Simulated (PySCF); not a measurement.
**Dy(BH4)3 at several levels of theory**

Computed with PySCF 2.14.0 (density fitting, no spin-orbit coupling) at the geometry relaxed with B3LYP:

```xyz
16
Dy(BH4)3 (singlet in the valence; each metal's 4f electrons, 9 of them, lie in its core potential, out of spins and levels)
Dy    0.0000    0.0000    0.0000
B     2.4610    0.0156    0.0000
H     3.6633   -0.0195    0.0000
H     1.9502   -0.5652    0.9968
H     1.9502   -0.5652   -0.9968
H     1.9887    1.1697    0.0000
B    -1.2440    2.1235    0.0000
H    -1.8148    3.1822    0.0000
H    -0.4856    1.9715    0.9968
H    -0.4856    1.9715   -0.9968
H    -2.0073    1.1375    0.0000
B    -1.2170   -2.1391    0.0000
H    -1.8485   -3.1628    0.0000
H    -1.4646   -1.4063    0.9968
H    -1.4646   -1.4063   -0.9968
H     0.0186   -2.3071    0.0000
```

```tsv
level	basis	state	HOMO (eV)	gap (eV)	charge on Dy1 (e)	population of f-type functions on Dy1 (polarisation alone where 4f lies in the core)	dipole about the centre of mass (D)	largest force component (eV/Å)
B3LYP	Dy lcecp-1-SVP with ECP55, B def2-SVP, H def2-SVP	singlet	-9.31	6.24	0.44	0.05	0.00	0.02
M06-L	the same	singlet	-8.40	5.62	1.09	0.05	0.01	0.13
TPSS	the same	singlet	-8.46	5.17	0.60	0.05	0.00	0.09
wB97X	the same	singlet	-11.93	11.01	0.68	0.06	0.00	0.11
B3LYP	Dy lcecp-1-TZVP with ECP55, B def2-TZVP, H def2-TZVP	singlet	-9.35	6.28	1.13	0.06	0.00	0.36
```

In the lcecp rows the 4f levels are missing from HOMO and gap, and the state counts the valence alone.

Charges are Mulliken's, which hang on the basis. The relaxation used the grid (50, 194), these runs (75, 302) or, all-electron (x2c bases, spin-free X2C Hamiltonian), (99, 590).

**Question.** What does r2SCAN with Dy lcecp-1-SVP with ECP55, B def2-SVP, H def2-SVP give here?

**Answer.** state singlet, HOMO (eV) -8.55, gap (eV) 5.26, charge on Dy1 (e) 0.67, population of f-type functions on Dy1 (polarisation alone where 4f lies in the core) 0.05, dipole about the centre of mass (D) 0.00, largest force component (eV/Å) 0.08. Time: 10 s on 4 threads of Arm Neoverse V1 (shared host), from an already converged density.

In the first row's basis the gap widens with exact exchange: 5.2 to 5.6 eV for TPSS, r2SCAN, M06-L (none); 6.2 eV for B3LYP (a fixed share); 11.0 eV for wB97X (rising or full at long range).

An lcecp potential fixes the number of 4f electrons, so in runs with it no electron can move into or out of that shell.
